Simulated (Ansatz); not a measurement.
Basis sets compared for BEt2(CN) (C5H10BN). The state is a singlet with charge 0. Geometry PBE-D4/def2-SVP. Ansatz on 4 threads of Intel Xeon on a shared host; times are rough, and most runs start from earlier orbitals.

```xyz
17

B     0.040    0.033    0.097
C    -1.439    0.390   -0.295
C    -2.433    0.769    0.809
H    -1.847   -0.388   -0.977
H    -1.275    1.267   -0.977
H    -3.402    1.113    0.395
H    -2.645   -0.096    1.471
H    -2.035    1.578    1.454
C     0.962   -0.866   -0.802
C     2.483   -0.704   -0.704
H     0.606   -0.843   -1.856
H     0.667   -1.891   -0.451
H     3.022   -1.478   -1.287
H     2.806    0.284   -1.091
H     2.832   -0.768    0.346
C     0.614    0.590    1.430
N     1.045    1.011    2.439
```

LC-ωPBE has ω = 0.4 bohr⁻¹.

Binding counts from free atoms (B doublet, C triplet, H doublet, N quartet) in the same basis, without a counterpoise term.

```json
{"level": "PBE-D4/def2-SVP", "functions": "148", "energy (Eh)": "-275.5821", "HOMO (eV)": "-7.27", "LUMO (eV)": "-2.96", "binding per atom (eV)": "4.47", "wall time": "1.7 s"}
{"level": "PBE-D4/def2-TZVP", "functions": "277", "energy (Eh)": "-275.8841", "HOMO (eV)": "-7.39", "LUMO (eV)": "-3.11", "binding per atom (eV)": "4.43", "wall time": "3.5 s"}
{"level": "PBE0-D4/def2-SVP", "functions": "148", "energy (Eh)": "-275.6226", "HOMO (eV)": "-8.68", "LUMO (eV)": "-2.05", "binding per atom (eV)": "4.40", "wall time": "2.1 s"}
{"level": "PBE0-D4/def2-TZVP", "functions": "277", "energy (Eh)": "-275.9181", "HOMO (eV)": "-8.73", "LUMO (eV)": "-2.16", "binding per atom (eV)": "4.35", "wall time": "5.5 s"}
{"level": "LC-ωPBE/def2-TZVP (with forces)", "functions": "277", "energy (Eh)": "-276.0622", "HOMO (eV)": "-11.51", "LUMO (eV)": "0.15", "binding per atom (eV)": "4.32", "wall time": "6.5 s"}
```

Question: Estimate the rows for PBE-D4/def2-TZVPD, PBE0-D4/def2-TZVPD, LC-ωPBE/def2-TZVPD.

Answer: 
| level | functions | energy (Eh) | HOMO (eV) | LUMO (eV) | binding per atom (eV) | wall time |
| --- | --- | --- | --- | --- | --- | --- |
| PBE-D4/def2-TZVPD | 349 | -275.8850 | -7.40 | -3.14 | 4.43 | 5 s |
| PBE0-D4/def2-TZVPD | 349 | -275.9188 | -8.74 | -2.18 | 4.35 | 8 s |
| LC-ωPBE/def2-TZVPD | 349 | -276.0631 | -11.51 | 0.12 | 4.32 | 8.5 s |
